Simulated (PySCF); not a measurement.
PySCF 2.14 output of an unrestricted PBE0 calculation on a single atom or ion in x2c-TZVPPall (6s5p4d2f1g, 64 functions), with the spin-free X2C one-electron Hamiltonian (Gaussian nucleus):

```
SCF conv_tol = 1e-09
number electrons alpha = 13  beta = 9
    C. Adamo and V. Barone.,  J. Chem. Phys. 110, 6158 (1999)
    M. Ernzerhof and G. E. Scuseria.,  J. Chem. Phys. 110, 5029 (1999)
cycle= 1 E= -948.566923164731  delta_E= -0.00578  |g|= 0.00985  |ddm|= 0.124
cycle= 2 E= -948.567033687514  delta_E= -0.000111  |g|= 0.00179  |ddm|= 0.0369
cycle= 3 E= -948.567039599133  delta_E= -5.91e-06  |g|= 0.000815  |ddm|= 0.00983
cycle= 4 E= -948.567039861306  delta_E= -2.62e-07  |g|= 0.00027  |ddm|= 0.00178
cycle= 5 E= -948.567039889821  delta_E= -2.85e-08  |g|= 2.05e-05  |ddm|= 0.000406
cycle= 6 E= -948.567039890015  delta_E= -1.94e-10  |g|= 7.87e-07  |ddm|= 5.55e-05
converged SCF energy = -948.567039890015  <S^2> = 6.000661  2S+1 = 5.0002644
```

The run itself started from symmetry-adapted Hartree-Fock orbitals and held the occupation by maximum overlap, on a logarithmic radial grid, so the iterations belong to that start.

Task: Which element, charge and spin multiplicity is this?

Result: V⁺ (vanadium, charge +1), multiplicity 5; the state was [Ar] 3d3 4p1, one real determinant (an excited configuration).

⟨L²⟩ = 14.01 against 20 for a pure G term, so this real determinant mixes terms.
